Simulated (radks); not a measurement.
Values are calculated unless marked as measured or tabulated.
Q: The table gives one normalised radial function P(r) = r R(r) (large component) of Cd in [Kr] 4d10 5s1 5p1 (r in bohr). Code: a radial shooting solver on a logarithmic mesh with Libxc functionals. Model: Dirac Kohn-Sham, BLYP, spin-unpolarised, spherical densities, point nucleus; open shells are shared between the two j in proportion to 2j + 1.

r	P
0.003039	0.0356
0.004118	0.0447
0.005581	0.0549
0.007564	0.0654
0.01025	0.0743
0.01378	0.0786
0.01868	0.0742
0.02531	0.0552
0.03431	0.0174
0.0465	-0.0378
0.06301	-0.0968
0.0854	-0.1290
0.1157	-0.0962
0.1569	0.0150
0.2126	0.1499
0.2881	0.1879
0.3905	0.0433
0.5292	-0.1989
0.7172	-0.3007
0.972	-0.1052
1.317	0.2735
1.771	0.5760
2.4	0.6625
3.253	0.5318
4.409	0.3087
5.975	0.1246
8.098	0.0320
10.97	0.0046
14.87	0.0003

Which n and l does it have? It may be an empty orbital.

A: n = 5, l = 0: the number of nodes gives n - l - 1 = 4, the rise at small r points to l (this Dirac orbital starts as r^gamma with gamma = sqrt((l + 1)^2 - (Z/c)^2) = 0.94; the j = 1/2 orbital of l + 1 starts with the same power, but with a smaller coefficient, and then steepens), and the extent must fit the shell. The curve is that of 5s1/2. 5s1/2: eigenvalue -6.916 eV, 4 radial nodes at r = 0.0381, 0.152, 0.413, 1.06 bohr, <r> = 2.81 bohr, 90 % of the charge inside 4.24 bohr.
